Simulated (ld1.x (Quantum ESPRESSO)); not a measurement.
Which change was made? (Zn, PAW)

zinc (Zn), PAW, made with ld1.x (Quantum ESPRESSO) 7.5 (Wu–Cohen, scalar-relativistic). Core [Ar], reference 3d10 4s2 4p0. Waves: 4s (bound): rcut 1.80, rcutus 2.35 bohr; 4s channel at 3.25 Ry: rcut 1.80, rcutus 2.35 bohr; 4p (bound, empty): rcut 2.60, rcutus 3.05 bohr; 4p channel at 1.25 Ry: rcut 2.60, rcutus 3.05 bohr; 3d (bound): rcut 0.95, rcutus 1.10 bohr; 3d channel at 1.15 Ry: rcut 0.95, rcutus 1.10 bohr. Local part: all-electron potential smoothed inside 0.90 bohr (lloc = -1). Core correction: Bessel-smoothed model core inside 0.85 bohr. Augmentation charge: PSQ, inside the norm-conserving radii.

Cutoffs, loose and tight: the cutoffs (Ry, on a coarse ladder) from which the occupation-weighted sum of valence levels, in a spherical-Bessel basis at the reference potential, stays within 10 and 1 mRy of its value at 400 Ry. They do not see the model core or the augmentation charge, which bear on the density cutoff. Test errors are all-electron minus pseudo excitation energies from the reference, over the configurations 3d10 4s1 4p0; 3d10 4s0 4p0; 3d9 4s0 4p0; 3d9 4s2 4p1; 3d10 4s0 4p1; 3d8 4s0 4p0; 3d9 4s2 4p0; variants that change the core or the reference have their own tests. The largest error is taken over the tests solved by every variant that gives reliable tests at all, those not shown here included: 3d10 4s0 4p0; 3d10 4s1 4p0; 3d9 4s0 4p0.

The base gives: outcome: generated, overlap not positive; bound ghosts: p (s not tested, overlap not positive); largest test error (meV): -164.

(1) After one change the result is: outcome: generated; cutoff, loose: 120 Ry; cutoff, tight: 200 Ry; bound ghosts: none; largest test error (meV): -172. Which change was it?
A. type TM semilocal; waves now 4s (bound): rc 2.35 bohr; 4p (bound): rc 3.05 bohr; 3d (bound): rc 1.10 bohr; local potential the d channel
B. local potential all-electron potential smoothed inside 2.56 bohr (lloc = -1)
C. all radii but the core radius scaled by about 0.73 (s 1.72, p 2.24, d 0.80 bohr, rcut 1.32/1.90/0.70); local potential all-electron potential smoothed inside 0.66 bohr (lloc = -1)

Results:

(1) B. The others give: all radii but the core radius scaled by about 0.73 (s 1.72, p 2.24, d 0.80 bohr, rcut 1.32/1.90/0.70); local potential all-electron potential smoothed inside 0.66 bohr (lloc = -1) → outcome: generated; cutoff, loose: 260 Ry; cutoff, tight: 300 Ry; bound ghosts: s, p; largest test error (meV): -163 | type TM semilocal; waves now 4s (bound): rc 2.35 bohr; 4p (bound): rc 3.05 bohr; 3d (bound): rc 1.10 bohr; local potential the d channel → outcome: generated; cutoff, loose: 200 Ry; cutoff, tight: over 300 Ry; bound ghosts: none; largest test error (meV): -207. A file whose overlap is not positive is unfit for use, and its test errors describe a broken file.
